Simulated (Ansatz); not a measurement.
The same path of CH7AlSi2 (11 atoms, charge 0, multiplicity 1) was run twice with different band settings. The coordinate that changes most is the dihedral H5–Si1–Al2–C3.

Computed with RHF/def2-SVP in Ansatz.

Relaxed end points:

```xyz
11
Properties=species:S:1:pos:R:3
Si -1.318 2.223 -0.635
Al 0.010 0.183 -0.196
C 0.299 -1.254 1.128
Si 1.481 -1.647 -0.350
H -2.562 1.849 -1.358
H -1.696 2.906 0.627
H -0.556 3.177 -1.480
H 0.794 -1.017 2.074
H -0.489 -1.990 1.316
H 2.927 -1.586 -0.028
H 1.175 -2.901 -1.078
```

```xyz
11
Properties=species:S:1:pos:R:3
Si -1.276 2.253 -0.612
Al -0.021 0.159 -0.214
C 0.269 -1.277 1.111
Si 1.436 -1.680 -0.377
H -0.507 3.396 -0.055
H -1.474 2.486 -2.064
H -2.607 2.218 0.047
H 0.769 -1.048 2.056
H -0.525 -2.007 1.297
H 2.885 -1.623 -0.070
H 1.116 -2.934 -1.100
```

Common settings: movable images 5; climbing image yes; spring 5.0 eV/Å²; start path IDPP; force threshold 0.05 eV/Å; iteration limit 60; end points relaxed.

| run | optimiser |
| --- | --- |
| 1 | quadratic models (default) |
| 2 | lbfgs |

**Question.** What does each run give, and how far can it be trusted?

**Answer.** Run 1: converged after 8 iterations, highest image 0.001 eV above the first end. The top lies less than 8 meV above the higher end, about what the thresholds resolve: the motion is nearly free. A vibrational analysis at the climbing image gives one clearly imaginary mode, 44i cm⁻¹: a first-order saddle point.
Run 2: converged after 31 iterations, highest image 0.002 eV above the first end. The top lies less than 8 meV above the higher end, about what the thresholds resolve: the motion is nearly free. Another band between the same ends (5 images) ends at a top of the same energy, where a vibrational analysis finds 1 clearly imaginary mode.
